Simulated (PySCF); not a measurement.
# Oscillator strengths, rates and cross-sections

Compound: C₆H₁₀FNO.
SMILES with atom numbers: `[CH2:1]=[CH:2][CH2:3][C@@H:4]([F:5])[C:6](=[O:7])[NH:8][CH3:9]` (hydrogens: H10, H11 on C1; H12 on C2; H13, H14 on C3; H15 on C4; H16 on N8; H17, H18, H19 on C9)

Cartesian coordinates in Å at the PBE0-D3(BJ)/def2-SVP level; atoms count from 1:
```
atom  x, y, z in Å
C1     3.714    0.235   -0.124
C2     2.546    0.058   -0.741
C3     1.279   -0.345   -0.056
C4     0.150    0.648   -0.261
F5    -0.184    0.714   -1.606
C6    -1.068    0.278    0.579
O7    -0.957    0.128    1.781
N8    -2.215    0.147   -0.120
C9    -3.465   -0.191    0.503
H10    3.816    0.084    0.956
H11    4.612    0.531   -0.673
H12    2.476    0.218   -1.823
H13    0.930   -1.321   -0.439
H14    1.423   -0.452    1.029
H15    0.469    1.658    0.049
H16   -2.161    0.293   -1.120
H17   -3.859   -1.149    0.128
H18   -3.282   -0.283    1.582
H19   -4.224    0.590    0.336
```

Method: TDDFT wB97X-D/def2-SVPD, vertical, gas phase, core orbitals frozen in the response (PySCF 2.14.0, density-fitted response routines).

Computed singlets with f of 0.002 or more:

```json
{"state": "S2", "E (eV)": "7.36", "f": "0.063"}
{"state": "S3", "E (eV)": "7.44", "f": "0.153"}
{"state": "S4", "E (eV)": "7.46", "f": "0.518"}
{"state": "S5", "E (eV)": "7.69", "f": "0.052"}
{"state": "S6", "E (eV)": "7.77", "f": "0.040"}
{"state": "S7", "E (eV)": "7.98", "f": "0.025"}
{"state": "S8", "E (eV)": "8.18", "f": "0.0034"}
{"state": "S9", "E (eV)": "8.33", "f": "0.010"}
{"state": "S10", "E (eV)": "8.35", "f": "0.019"}
```

Q: Give A, τ, |μ| and ∫σ dE for each state.

A: Relations used (vacuum, state to state): A = 0.6670 f ν̃² s⁻¹ (ν̃ in cm⁻¹); τ = 1/A; f = (2/3) ΔE |μ|² in atomic units; ∫σ dE = 109.76 f Mb·eV.

```tsv
state	A (s⁻¹)	τ	|μ| (D)	∫σ dE (Mb·eV)
S2	1.5×10⁸	6.7 ns	1.50	6.9
S3	3.7×10⁸	2.7 ns	2.32	17
S4	1.3×10⁹	800 ps	4.28	57
S5	1.3×10⁸	7.5 ns	1.33	5.7
S6	1.1×10⁸	9.5 ns	1.17	4.4
S7	6.8×10⁷	15 ns	0.90	2.7
S8	9.8×10⁶	100 ns	0.33	0.37
S9	3.0×10⁷	33 ns	0.56	1.1
S10	5.8×10⁷	17 ns	0.78	2.1
```

The rates are for emission to S0 at the absorption energy, with no other channel.

Q: What is the integrated cross-section of all computed states together?

A: Σf = 0.884 over S1 to S10, so 109.76 × Σf ≈ 97 Mb·eV.

Q: Suppose S2 emitted 0.3 eV lower with the same transition dipole. How would A change?

A: At fixed |μ|, A goes as the cube of the energy: (7.06/7.36)³ = 0.88, which makes τ about 7.6 ns.

Q: Which computed singlets stay under f = 0.002?

A: S1 (5.92 eV, f 0.0007).

The vertical ionisation energy (ΔSCF) is 9.66 eV, 1.31 eV above S10.

One conformer stands for the species.
